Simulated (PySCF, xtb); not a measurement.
1-hydroxysilylpropan-2-one (C₃H₈O₂Si), SMILES CC(=O)C[SiH2]O. One conformer was computed; it need not be the lowest.

Harmonic wavenumbers (cm⁻¹) from GFN2-xTB in xtb at its own minimum, in rising order: 63, 91, 122, 158, 244, 376, 441, 503, 515, 559, 607, 686, 710, 787, 810, 881, 898, 937, 966, 985, 1102, 1143, 1226, 1367, 1450, 1458, 1463, 1708, 2256, 2325, 3007, 3019, 3025, 3048, 3052, 3444.

What does PBE-D3(BJ)/def2-SVP in PySCF give at its own minimum? (The exact figures need the calculation; the answer reports its results.)

58, 99, 145, 196, 257, 363, 486, 514, 568, 594, 682, 710, 751, 802, 851, 895, 911, 955, 964, 1048, 1077, 1085, 1222, 1312, 1368, 1379, 1394, 1710, 2137, 2182, 2972, 2992, 3053, 3068, 3111, 3463. Paired by order, the mean absolute difference is 38 cm⁻¹ and the zero-point energies are 65.0 and 64.9 kcal/mol.
